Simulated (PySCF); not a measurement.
Zn(SH) (HSZn), SMILES [SH][Zn+], charge +1.

The structure is a stationary point at B3LYP-D3(BJ)/def2-TZVP. The spin state was assumed, not searched. The isomer is the one that the SMILES or the coordinates give; other isomers of the formula were not compared.

All values below come from r2SCAN/def2-TZVPD (PySCF).

Symmetry labels are those of the subgroup Cs that the program uses (full group Cs).

Computed valence orbital energies around the gap with their symmetry:
```
orbital  symmetry  energy (eV)
-------  --------  -----------
HOMO−7         A'       -20.10
HOMO−6         A'       -20.01
HOMO−5         A"       -19.99
HOMO−4         A"       -19.93
HOMO−3         A'       -19.93
HOMO−2         A'       -16.11
HOMO−1         A'       -14.58
HOMO           A"       -12.33
LUMO           A'       -10.90
LUMO+1         A'        -7.00
LUMO+2         A"        -6.58
LUMO+3         A'        -5.00
```
